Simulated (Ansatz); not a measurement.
Reaction (formal loss of a carbene): `CCO[SiH2]Cl` → `CO[SiH2]Cl` + `[CH2]` (triplet)

Program: Ansatz. Geometries: PBE0-D4/def2-TZVP. ΔE: electronic, gas phase. CCSD(T)/CBS is the MP2 limit (def2-TZVPP, def2-QZVPP) plus CCSD(T) − MP2 in def2-TZVPP, frozen cores. This one scheme is used for every species. Functionals use def2-TZVPP. HSE06 is defined as in plane-wave codes. Triplets are unrestricted, without spin–orbit coupling. One conformer a species, not always the lowest.

`CCO[SiH2]Cl`:

Z-matrix (Å, degrees):
```
C
C 1 1.507
H 1 1.091 2 110.5
H 1 1.092 2 110.7 3 120.1
H 1 1.093 2 110.2 3 -119.9
O 2 1.421 1 109.2 3 -59.5
H 2 1.098 1 110.5 3 179.7
H 2 1.096 1 110.6 3 60.7
Si 6 1.625 2 124.4 1 -170.1
Cl 9 2.058 6 111.1 2 -63.1
H 9 1.475 6 106.9 2 178.6
H 9 1.483 6 111.3 2 54.7
```

`CO[SiH2]Cl`:

```xyz
9

C    -1.285   -0.506    0.061
O    -0.377    0.314   -0.645
Si    1.195    0.482   -0.266
Cl    1.419    1.302    1.607
H    -2.213   -0.550   -0.510
H    -1.497   -0.091    1.051
H    -0.897   -1.523    0.180
H     1.776    1.404   -1.258
H     1.879   -0.833   -0.220
```

`[CH2]` (triplet):

Cartesian coordinates in Å:
```
C 0.179 0.040 0.206
H -0.676 -0.543 0.509
H 0.497 0.503 -0.715
```

(1) Is it downhill or uphill in electronic energy at CCSD(T)/CBS, and by how much? (Estimate.)

(2) What do these levels give: PBE-D4, PBE0-D4, r2SCAN0-D4, ωB97M-V, PBE-QIDH, revPBE, HSE06, LC-ωPBE, MP2/def2-SVP, MP2/def2-QZVPP, SCS-MP2/def2-QZVPP, CCSD/CBS(def2)? (Best estimate.)

Largest T1 diagnostic among the species: 0.011.

## Answers

(1) The calculation gave: Uphill: ΔE = +107.4 kcal/mol.

(2) The calculation gave: PBE-D4 108.6, PBE0-D4 106.7, r2SCAN0-D4 101.2, ωB97M-V 108.0, PBE-QIDH 106.5, revPBE 101.0, HSE06 105.7, LC-ωPBE 104.6, MP2/def2-SVP 106.0, MP2/def2-QZVPP 109.3, SCS-MP2/def2-QZVPP 109.7, CCSD/CBS(def2) 104.8 kcal/mol.

From PBE to PBE0 (25 % exact exchange), in def2-TZVPP and without D4, ΔE moves by −1.7 kcal/mol. Leaving LDA and LC-ωPBE aside and taking each functional with its dispersion term where it has one, the values, not all of them listed here, spread over 8.7 kcal/mol, from r2SCAN0-D4 to ωB97X-V. LDA lies +17.9 kcal/mol from PBE without D4.
